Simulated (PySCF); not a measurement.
Input file for PySCF: R-M06-2X/6-31G* on CH8SeSi (a complex), monomers drawn apart or pushed together.

```python
from pyscf import gto, scf, dft, mp
from pyscf.data.elements import chemcore

mol = gto.M(
    atom='''
    C     0.57270194    1.01716234   -0.10419243
    Si   -0.09874862   -0.69083929    0.26969909
    H     0.46280381    1.66526233    0.76649329
    H     0.03743732    1.47086142   -0.94034046
    H     1.63129649    0.96992884   -0.36620816
    H     0.62640433   -1.30666247    1.40877732
    H     0.04291789   -1.58702339   -0.90429972
    H    -1.53744245   -0.62673196    0.62850508
    Se   -0.89981829    1.46279520    4.38581072
    H    -0.07579379    0.24951343    4.28537034
    H    -1.97055357    0.83399796    3.59883787
    ''',
    basis='6-31g*',
    cart=True,
    charge=0, spin=0, verbose=3, max_memory=1800)
mf = dft.RKS(mol, xc='m062x')
mf.conv_tol = 1e-8
mf.max_cycle = 100
mf.kernel()
if not mf.converged:
    mf = mf.newton().run(mf.mo_coeff, mf.mo_occ)
```

Task: What total energy does the run end on?

Result: -2733.5838 hartree.
